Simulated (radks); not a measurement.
Problem. The hydrogen anion H-, [He], held by a Watson sphere: a shell of charge +1 at radius R that stands for the Madelung well of a crystal (potential energy -1/R inside, -1/r outside, in hartree with lengths in bohr). Method: scalar-relativistic Kohn-Sham, r2SCAN, spin-polarised, spherical densities, finite nucleus; meta-GGA in the generalised Kohn-Sham scheme; Fermi nuclear charge, rms radius of each element as measured or else 0.836 A^(1/3) + 0.57 fm; computed with a radial shooting solver on a logarithmic mesh with Libxc functionals.

| R (bohr) | e(1s) (eV) | <r> 1s (bohr) | sum of <r^2> (bohr^2) | X-ray form factor at sin(theta)/lambda = 0.1 1/angstrom |
|---|---|---|---|---|
| 1.56 | -8.311 | 1.627 | 6.983 | 1.568 |
| 1.8 | -7.639 | 1.715 | 7.777 | 1.528 |
| 1.84 | -7.537 | 1.729 | 7.908 | 1.521 |
| 2.13 | -6.859 | 1.824 | 8.842 | 1.476 |
| 3.17 | -5.098 | 2.090 | 11.89 | 1.350 |

Estimate the row for R = 3.25 bohr.

Solution. e(1s) (eV) -4.993; <r> 1s (bohr) 2.107; sum of <r^2> (bohr^2) 12.11; X-ray form factor at sin(theta)/lambda = 0.1 1/angstrom 1.342.
